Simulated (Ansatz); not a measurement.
Species: H3BPO, charge 0, doublet. H3BPO (SMILES OB[PH], doublet).
B3LYP-D3(BJ)/def2-TZVP minimum from Ansatz (a quantum-chemistry and plane-wave program):
```xyz
6

B     -0.2389    -0.7295     0.3583
H     -1.1719    -1.4639     0.4722
O      0.8802    -1.0746     1.0393
H      1.6249    -0.4703     0.9348
P     -0.3325     0.9161    -0.6626
H     -1.3121     0.4363    -1.5738
```
Charge 0, spin multiplicity 2.

Total energies in hartree (Ansatz). UHF or UKS for unpaired electrons; spin-orbit terms are left out. Correlated methods leave the cores frozen. No relativity. Where a partner has so few electrons that a lower coupled-cluster level is exact, that level stands in.

```tsv
species	HF/cc-pV(T+d)Z	CCSD(T)/cc-pV(T+d)Z	HF/cc-pV(Q+d)Z	CCSD(T)/cc-pV(Q+d)Z	CCSD(T)/cc-pV(D+d)Z	CCSDT(Q)/cc-pV(D+d)Z
1: H3BPO (SMILES OB[PH], doublet)	-442.10987	-442.63114	-442.12081	-442.67455	-442.48331	-442.48535
2: B (doublet)	-24.53207	-24.59810	-24.53297	-24.60084	-24.58941	-24.58977
3: H (doublet)	-0.49981	-0.49981	-0.49995	-0.49995	-0.49928	-0.49928
4: O (triplet)	-74.81176	-74.97396	-74.81729	-74.99357	-74.90995	-74.91013
5: P (quartet)	-340.71631	-340.82157	-340.71872	-340.82830	-340.79336	-340.79376
```

Problem. Work out the atomisation energy (electronic, to ground-state atoms) in kcal/mol: take Hartree-Fock from cc-pV(Q+d)Z, extrapolate the CCSD(T) correlation energy as X^-3 (X = 3, 4), and add CCSDT(Q) - CCSD(T) in cc-pV(D+d)Z. 1 hartree = 627.51 kcal/mol.

Solution. 
Species 1: correlation (64·(-0.55374) - 27·(-0.52127))/37 = -0.57743; step -0.00204; E1 = -442.12081 + (-0.57743) + (-0.00204) = -442.70028
Species 2: correlation (64·(-0.06787) - 27·(-0.06603))/37 = -0.06921; step -0.00036; E2 = -24.53297 + (-0.06921) + (-0.00036) = -24.60254
Species 3: correlation (64·(0.00000) - 27·(0.00000))/37 = 0.00000; step +0.00000; E3 = -0.49995 + (0.00000) + (+0.00000) = -0.49995
Species 4: correlation (64·(-0.17628) - 27·(-0.16220))/37 = -0.18655; step -0.00018; E4 = -74.81729 + (-0.18655) + (-0.00018) = -75.00402
Species 5: correlation (64·(-0.10958) - 27·(-0.10526))/37 = -0.11273; step -0.00040; E5 = -340.71872 + (-0.11273) + (-0.00040) = -340.83185
-1·E1 +1·E2 +3·E3 +1·E4 +1·E5 = 0.76202 hartree = 478.2 kcal/mol.
